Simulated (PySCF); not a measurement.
## NMR data sheet: C6H9FO2

```
Formula                               : C6H9FO2
SMILES                                : COC1(C(=O)F)CCC1
Point group of the computed structure : C1
Degrees of unsaturation               : 2
Carbon signals                        : 5
Proton signals                        : 5
```

Structure with atom numbers: `[CH3:1][O:2][C:3]1([C:4](=[O:5])[F:6])[CH2:7][CH2:8][CH2:9]1`; H(Xn) means a hydrogen on atom n.

Theoretical values (PySCF 2.14): NMR shieldings at PBE0/pcSseg-1/GIAO, GFN2-xTB structure. In vacuum, no relativistic terms, equivalent nuclei averaged, a single conformation.

Chemical shifts δ = σref − σ; $^{1}$H (σref 31.72) and $^{13}$C (σref 186.93) against TMS; $^{19}$F (σref 170.95) against CFCl3; H2O for $^{17}$O (σref 336.08), all at this level.

```tsv
carbon	δC, type	δH (multiplicity)	HMBC from (2–3 bonds)	span of the C tensor (ppm)
C1	52.6, CH3	3.53 (s)	–	79
C3	77.9, C	–	H(C1), Hb(C7)/Hb(C9), Ha(C7)/Ha(C9), Hb(C8), Ha(C8)	67
C4	171.6, C	–	Hb(C7)/Hb(C9), Ha(C7)/Ha(C9)	219
C7/C9	32.1, CH2	Ha(C7) 2.47 (m); Hb(C7) 2.49 (m)	Hb(C7)/Hb(C9), Ha(C7)/Ha(C9), Hb(C8), Ha(C8)	43
C8	13.4, CH2	Ha(C8) 1.97 (m); Hb(C8) 2.21 (m)	Hb(C7)/Hb(C9), Ha(C7)/Ha(C9)	21
```

Other nuclei:
| atoms | nucleus | environment | δ (ppm) | σ (ppm) |
| --- | --- | --- | --- | --- |
| F6 | $^{19}$F | fluorine bonded to C | 32.3 | 138.7 |
| O5 | $^{17}$O | carbonyl oxygen | 449.8 | -113.7 |
| O2 | $^{17}$O | ether oxygen | 58.1 | 278.0 |

1. Carbon types of the structure: 2 × C, 3 × CH2, 1 × CH3, which accounts for all hydrogens.
2. δC 171.6: carbonyl carbon.
3. δC 77.9: fully substituted sp3 carbon bonded to O, α to a carbonyl; deshielded by the electronegative neighbour.
4. δC 52.6: methyl carbon bonded to O; the inductive effect lowers its shielding.
5. δC 32.1, 13.4: sp3 CH2 in a ring; aliphatic region, no heteroatom directly attached.
6. δH 3.53: hydrogen on a methyl carbon bonded to O; its carbon carries O, which withdraws density.

Splittings by $^{19}$F in the carbon and heteronuclear signals aren't shown, as no couplings were computed. Shifts are as computed. Against solution values, carbons near 30 ppm lie about +3 ppm off and those near 130 ppm about +5 ppm. Of 1211 compounds with measured shifts, 218 miss one by over three times the rms of a fit or turn the order of signals round; such compounds aren't used in these exercises. Unscaled 19F shifts against computed CFCl3 carry errors that often reach 10 to 50 ppm. Unscaled 17O shifts of doubly bonded oxygen tend to come out too high, by tens of ppm or more. Experimental scales use liquid or dissolved standards, which lie at an offset from isolated H2O (liquid H2O: subtract about 36 ppm). No couplings were computed; multiplicities are counted from neighbouring protons, with m where these are inequivalent, close in shift, in a saturated or five-membered ring or joined by F or P, and br s for small geminal =CH2 splittings.
